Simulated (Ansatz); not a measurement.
A CCSD(T) single point on H₂InS₂, SMILES `[SH][In][SH]` radical.

```yaml
crystal:
  periodic: [false, false, false]
  atoms:
    - {symbol: S, position_ang: [-1.444284, 0.796584, -0.675992]}
    - {symbol: In, position_ang: [0.586434, -0.538703, -0.738783]}
    - {symbol: S, position_ang: [1.726146, -0.835164, 1.384918]}
    - {symbol: H, position_ang: [-1.670155, 0.671763, -1.993839]}
    - {symbol: H, position_ang: [0.801859, -0.094480, 2.023696]}
basis:
  gaussian: {orbitals: def2-QZVPP}
magnetization: {spin_polarized: true, initial_magnetization: 1}
correlation: {method: ccsd_t}
scf: {omitted_lower_state_checks: [cluster_reference]}
```

```sh
$ ansatz run in.yaml --threads 2 --pin off --events-out ev --progress --plain --max-ram 32768MiB --backend cuda --devices 0, --max-vram 18GiB
```

The program prints (abridged):

```
Functional definition: HF
1716 factors; integrals over basis functions are off by at most 1.1e-3 eV
mean field evaluation 1: about -26816.2045 eV, gradient 1.4e1 eV
mean field evaluation 2: about -26816.2071 eV, gradient 1.4e1 eV
mean field evaluation 4: about -26818.0401 eV, gradient 2.3e0 eV
mean field evaluation 8: about -26818.1684 eV, gradient 2.2e-1 eV
mean field -26818.17030476 eV, -985.5495806912 hartree, gradient 2.9e-6 eV, S^2 0.762727; 0 other end points of the search recorded, 0 dependent functions left out
14 core orbitals not correlated: weight in the atoms' cores, before any rotation towards them, 1.000 or more for the frozen orbitals, at most 0.000 for the correlated occupied ones
reference -26818.17030476 eV, -985.5495806912 hartree; 14, 13 occupied and 254, 255 virtual orbitals, 1716 factors
second order -22.73994412 eV of doubles, -0.00000000 eV of singles
cycle   1  -22.21882172 eV  change    5.2e-1 eV  update   1.1e-1
cycle   2  -22.72361735 eV  change   -5.0e-1 eV  update   3.2e-2
cycle   3  -22.82869767 eV  change   -1.1e-1 eV  update   2.2e-2
cycle   4  -22.81094026 eV  change    1.8e-2 eV  update   8.2e-3
cycle   5  -22.80728550 eV  change    3.7e-3 eV  update   4.0e-3
cycle   6  -22.80928698 eV  change   -2.0e-3 eV  update   1.4e-3
cycle   7  -22.80903852 eV  change    2.5e-4 eV  update   5.7e-4
cycle   8  -22.80914876 eV  change   -1.1e-4 eV  update   2.2e-4
cycle   9  -22.80926892 eV  change   -1.2e-4 eV  update   8.8e-5
cycle  10  -22.80920252 eV  change    6.6e-5 eV  update   3.2e-5
cycle  11  -22.80921235 eV  change   -9.8e-6 eV  update   1.6e-5
perturbative correction -0.93590931 eV, -0.0343940328 hartree
Total energy: -26841.91542642 eV, -986.4221978171 hartree
Checks for a lower state left out: cluster_reference
```

It took 17 s on 2 threads of an AMD EPYC 7R13 on a shared host and a share of an NVIDIA H100 80 GB, with 0.86 GiB of host memory at the peak.

The correlation energy is -23.745 eV, 3.9 % of it from (T); the T1 diagnostic reads 0.0179.
